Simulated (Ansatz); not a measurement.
Saddle point of TiH2SeF4, singlet (TiF₄ ([F][Ti]([F])([F])[F]) + H₂Se → TiHSeF₃ ([F][Ti]([F])([F])[SeH]) + HF (still joined by a long Ti–F bond); bonds formed: F2–H6; dative contacts that become bonds: Ti1–Se7; bonds broken: H6–Se7; bonds weakened to dative contacts: Ti1–F2), PBE0-D4/def2-TZVP structure:

Ti1  (-0.650, 0.196, -0.485)
F2  (-0.725, -0.700, 1.303)
F3  (0.174, 0.776, -1.914)
F4  (-1.768, 1.465, -0.115)
F5  (-1.390, -1.221, -1.172)
H6  (0.416, -0.374, 1.486)
Se7  (1.699, 0.511, 0.806)
H8  (2.243, -0.653, 0.091)
(Å)

Energies are electronic, without zero-point energy. Barriers and step energies count from the start structure reached by relaxing down the imaginary mode; all methods use the PBE0-D4 structures, on which another method's saddle can fall below an end. Computed with Ansatz 0.2.0 (basis: def2-TZVPP, with def2-QZVPP for the basis limit); correlated methods freeze the cores. Filled d shells of the heavier atoms are correlated. The def2 sets are not built for correlating such inner shells, so the correlated values are less sure here. B3LYP uses VWN-RPA correlation. Extrapolation: Hartree–Fock as exp(−7.88 √X), correlation as X^−2.97.

```json
{"method": "SPW92", "barrier (kcal/mol)": "14.07", "step energy (kcal/mol)": "14.93"}
{"method": "PBE-D4", "barrier (kcal/mol)": "19.78", "step energy (kcal/mol)": "16.60"}
{"method": "BLYP-D4", "barrier (kcal/mol)": "22.90", "step energy (kcal/mol)": "18.57"}
{"method": "r2SCAN-D4", "barrier (kcal/mol)": "21.58", "step energy (kcal/mol)": "17.76"}
{"method": "B97M-V", "barrier (kcal/mol)": "26.18", "step energy (kcal/mol)": "19.86"}
{"method": "PBE0-D4", "barrier (kcal/mol)": "22.80", "step energy (kcal/mol)": "16.96"}
{"method": "B3LYP-D4", "barrier (kcal/mol)": "24.97", "step energy (kcal/mol)": "18.68"}
{"method": "r2SCAN0-D4", "barrier (kcal/mol)": "23.78", "step energy (kcal/mol)": "17.59"}
{"method": "BHLYP-D4", "barrier (kcal/mol)": "28.74", "step energy (kcal/mol)": "19.70"}
{"method": "CAM-B3LYP-D4", "barrier (kcal/mol)": "26.11", "step energy (kcal/mol)": "20.27"}
{"method": "wB97X-V", "barrier (kcal/mol)": "26.93", "step energy (kcal/mol)": "20.40"}
{"method": "wB97M-V", "barrier (kcal/mol)": "?", "step energy (kcal/mol)": "18.78"}
{"method": "B2PLYP", "barrier (kcal/mol)": "24.87", "step energy (kcal/mol)": "17.79"}
{"method": "PBE-QIDH", "barrier (kcal/mol)": "?", "step energy (kcal/mol)": "16.86"}
{"method": "RPA on PBE", "barrier (kcal/mol)": "25.17", "step energy (kcal/mol)": "18.40"}
{"method": "HF", "barrier (kcal/mol)": "?", "step energy (kcal/mol)": "23.58"}
{"method": "MP2", "barrier (kcal/mol)": "23.70", "step energy (kcal/mol)": "16.22"}
{"method": "CCSD", "barrier (kcal/mol)": "28.65", "step energy (kcal/mol)": "19.87"}
{"method": "CCSD(T)", "barrier (kcal/mol)": "25.74", "step energy (kcal/mol)": "18.14"}
```

**Question.** Fill in the withheld barriers. (Judge from chemistry; the value comes from the calculation.)

**Answer.** The calculation gives: PBE-QIDH 24.24; wB97M-V 25.93; HF 38.23 kcal/mol. Each is the energy of the saddle less that of the start structure, by the same method.

For comparison, the barrier by CCSD(T) at an estimated basis limit (MP2 extrapolated from triple and quadruple zeta, plus CCSD(T) − MP2 in triple zeta) is 25.16 kcal/mol.

The T1 diagnostic stays at or below 0.022.

Exchanges of this kind with a chalcogen hydride build sulfide and selenide films.

Labels in which every atom is bracketed show which atoms are joined, not bond orders.

For scale, one of the runs: CCSD(T)/def2-TZVPP, 264 basis functions, launched by `ansatz run in.yaml --threads 4 --pin off --events-out ev --progress --plain --max-ram 66560MiB --backend cuda --devices 0, --max-vram 37GiB`. Hardware: 4 CPU threads of an AMD EPYC 7R13 and a share of one NVIDIA H100, shared host. Wall time 8 s; peak host memory 0.85 GiB.
